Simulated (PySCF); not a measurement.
Compound: C₃H₇OSSi (doublet state).
Structure used (GFN2-xTB), in Å, numbered top down from 1:
```xyz
13
C3H7OSSi angstrom
O      2.314   -1.106   -0.180
Si     0.761   -1.169    0.284
C     -0.257    0.203   -0.605
C      0.070    1.582   -0.169
S     -1.354    1.860    0.782
C     -1.706    0.304   -0.118
H      2.836   -0.309   -0.132
H      0.622   -0.961    1.726
H      0.347   -2.486   -0.176
H     -0.169    0.054   -1.688
H      1.022    2.035    0.031
H     -2.050   -0.484    0.547
H     -2.440    0.476   -0.903
```

The hyperfine couplings belong to this conformer and change with its torsions.

Identity: `O[SiH2][C@@H]1[CH]SC1` [radical].

Computed, not measured: UKS B3LYP, pcH-1 on C H O S Si, non-relativistic, mean-field spin-orbit, GIAO (PySCF 2.14.0). One conformer (not necessarily the lowest) at the GFN2-xTB geometry, without solvent, vibrations or thermal averaging. Couplings are sensitive to structure, and on GFN2-xTB geometries they can be far from those on DFT ones. No stability test was run, so a lower SCF solution isn't excluded.

Principal values of hyperfine tensors in MHz (contact, dipolar and spin–orbit terms together), for some of the nuclei:

```json
{"atom": "C4", "isotope": "13C", "A1": "89.14", "A2": "90.43", "A3": "289.11"}
{"atom": "H10", "isotope": "1H", "A1": "75.96", "A2": "77.01", "A3": "89.69"}
{"atom": "Si2", "isotope": "29Si", "A1": "-93.89", "A2": "-71.30", "A3": "-70.63"}
{"atom": "C3", "isotope": "13C", "A1": "-25.97", "A2": "-24.08", "A3": "-17.65"}
{"atom": "H13", "isotope": "1H", "A1": "11.39", "A2": "12.22", "A3": "19.02"}
{"atom": "H9", "isotope": "1H", "A1": "12.29", "A2": "12.91", "A3": "16.56"}
{"atom": "H12", "isotope": "1H", "A1": "8.19", "A2": "9.18", "A3": "14.87"}
{"atom": "S5", "isotope": "33S", "A1": "-20.94", "A2": "-14.84", "A3": "51.35"}
```

Q: Give the isotropic coupling of each nucleus in MHz and in mT (g = 2.0049), and the anisotropic part.

A: a_iso is a third of the trace, T = A − a_iso, and a(mT) = a(MHz)/(g × 13.996). The tensors hold a spin–orbit part: the run splits a_iso into a_FC + a_SO, and T includes its anisotropic share.

```tsv
atom	a_iso (MHz)	a_FC	a_SO	a_iso (mT)	T1	T2	T3
C4	156.23	155.78	0.45	5.567	-67.08	-65.80	132.88
H10	80.88	80.88	0.01	2.882	-4.93	-3.88	8.81
Si2	-78.61	-78.71	0.11	-2.801	-15.28	7.30	7.98
C3	-22.57	-22.58	0.01	-0.804	-3.40	-1.51	4.92
H13	14.21	14.20	0.01	0.506	-2.82	-1.99	4.81
H9	13.92	13.92	0.00	0.496	-1.63	-1.01	2.64
H12	10.75	10.75	0.00	0.383	-2.56	-1.57	4.12
S5	5.19	5.68	-0.49	0.185	-26.13	-20.03	46.16
```

Q: What spin density at the nucleus of C3 lies behind its contact coupling (g_N = 1.40482)?

A: a_FC = (2μ0/3) gₑ μB g_N μN ρ(0)/(2S·h) = 800.24 MHz × g_N × ρ(0)/(2S), with ρ in bohr⁻³. With a_FC = -22.58 MHz and 2S = 1, ρ(0) = -0.02008 bohr⁻³.

Q: H11 (1H, g_N = 5.58569) isn't in the table. Its spin density at the nucleus is -0.006627 bohr⁻³. What is its contact coupling?

A: By the same relation, a_FC = -29.6 MHz. The spin–orbit term adds +0.12 MHz. Its full tensor has the principal values -60.61, -30.84, 2.94 MHz.

Q: Name the largest traceless tensor T of the table and describe it.

A: C4: -67.1, -65.8, 132.9 MHz (the dipolar term alone has -67.6, -65.7, 133.3), axial, in the ratio −1:−1:+2, the form that spin in one p orbital centred on that nucleus gives.

Q: In a single crystal, with the field along each principal axis of the tensor of H10 in turn, what first-order splitting does this nucleus give (isotropic g, quadrupole terms neglected)?

A: 2 lines (I = 1/2), spaced by |A_i|/(g × 13.996): 2.71, 2.74, 3.20 mT along the axes of A1, A2 and A3.

Time: 50 s of wall time (with the writing of density and orbital grids); peak memory 0.85 GiB. Hardware: Arm Neoverse V2, one thread, shared host with 96 logical CPUs at a one-minute load of 38.
